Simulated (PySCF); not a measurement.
Compound: C5H10OSi.
Cartesian coordinates in Å at the GFN2-xTB level; atoms count from 1:
```xyz
17
C5H10OSi angstrom
C      0.263    1.068   -0.890
C      0.269    0.134    0.053
O      1.369   -0.194    0.771
Si     2.905    0.334    0.788
C     -0.906   -0.678    0.456
C     -1.933   -1.117   -0.552
C     -2.291   -0.090    0.469
H      1.153    1.619   -1.134
H     -0.627    1.305   -1.440
H      3.428   -0.528    1.836
H      2.972    1.758    1.126
H      3.551    0.125   -0.510
H     -0.660   -1.377    1.245
H     -1.800   -0.799   -1.575
H     -2.346   -2.109   -0.454
H     -2.951   -0.373    1.275
H     -2.403    0.934    0.151
```

Theory: CAM-B3LYP/def2-SVPD in PySCF (dipole) on a GFN2-xTB geometry, gas phase.

Masses are those of the commonest isotopes; rigid-rotor values at the optimised geometry. The values belong to one conformer with, in the numbering `[CH2:1]=[C:2]([O:3][SiH3:4])[CH:5]1[CH2:6][CH2:7]1`, C1–C2–O3–Si4 0°, C1–C2–C5–C6 35°.

(1) Give the principal moments of inertia and the rotational constants in GHz.

(2) What kind of rotor is it?

(3) What does the inertial defect say?

(4) Where do the levels up to J = 4 lie, in MHz?

(5) Predict some low-J microwave lines.

Answers

(1) Ia = 80.97, Ib = 471.59, Ic = 507.32 u·Å²; 505379 MHz·u·Å²/I gives 6242, 1072 and 996.2 MHz, that is A = 6.2417, B = 1.0716, C = 0.9962 GHz.

(2) A near-prolate asymmetric top: κ = (2 × 1072 − 6242 − 996.2)/(6242 − 996.2) = -0.97.

(3) Not planar: Δ = Ic − Ia − Ib = -45.24 u·Å². For a rigid frame Δ = −2 Σ m c², so Σ m c² = 22.62 u·Å² lies off the ab plane: 9.27 from hydrogen and 13.35 from heavier atoms. The atom farthest from that plane is 1.26 Å away.

(4) Above 0(0,0):
J = 1: 1(0,1) 2068, 1(1,1) 7238, 1(1,0) 7313
J = 2: 2(0,2) 6203, 2(1,2) 11298, 2(1,1) 11524, 2(2,1) 27035, 2(2,0) 27036
J = 3: 3(0,3) 12403, 3(1,3) 17388, 3(1,2) 17841, 3(2,2) 33238, 3(2,1) 33242, 3(3,1) 59278, 3(3,0) 59278
J = 4: 4(0,4) 20666, 4(1,4) 25507, 4(1,3) 26261, 4(2,3) 41509, 4(2,2) 41521, 4(3,2) 67551, 4(3,1) 67551, 4(4,1) 104004, 4(4,0) 104004

(5) The dipole components are |μa| = 0.35 D, |μb| = 0.02 D, |μc| = 0.00 D; the mirror of this Cs structure is the ab plane, so μc vanishes by symmetry and there are no c-type lines. Intensities carry the squares of the components, which stand as 1.00 : 0.00 (a : b). Some lines, for components of 0.1 D or more:

| type | branch | J(Ka,Kc) | MHz | lower level (cm⁻¹) |
| --- | --- | --- | --- | --- |
| a | Q | 3(1,2) ← 3(1,3) | 453 | 0.580 |
| a | Q | 4(1,3) ← 4(1,4) | 755 | 0.851 |
| a | R | 1(0,1) ← 0(0,0) | 2068 | 0.000 |
| a | R | 2(1,2) ← 1(1,1) | 4060 | 0.241 |
| a | R | 2(0,2) ← 1(0,1) | 4135 | 0.069 |
| a | R | 2(1,1) ← 1(1,0) | 4211 | 0.244 |
| a | R | 3(1,3) ← 2(1,2) | 6090 | 0.377 |
| a | R | 3(0,3) ← 2(0,2) | 6200 | 0.207 |
| a | R | 3(2,2) ← 2(2,1) | 6203 | 0.902 |
| a | R | 3(2,1) ← 2(2,0) | 6207 | 0.902 |
| a | R | 3(1,2) ← 2(1,1) | 6316 | 0.384 |
| a | R | 4(1,4) ← 3(1,3) | 8119 | 0.580 |
| a | R | 4(0,4) ← 3(0,3) | 8263 | 0.414 |
| a | R | 4(2,3) ← 3(2,2) | 8271 | 1.109 |
| a | R | 4(3,2) ← 3(3,1) | 8273 | 1.977 |
| a | R | 4(3,1) ← 3(3,0) | 8273 | 1.977 |
| a | R | 4(2,2) ← 3(2,1) | 8279 | 1.109 |
| a | R | 4(1,3) ← 3(1,2) | 8421 | 0.595 |

Whether it is a minimum is left open (no frequencies). These are rigid-rotor constants of the computed structure; measured ground-state constants (B0) also hold zero-point vibration. A rigid rotor knows nothing of internal rotation, which can split or shift real lines.
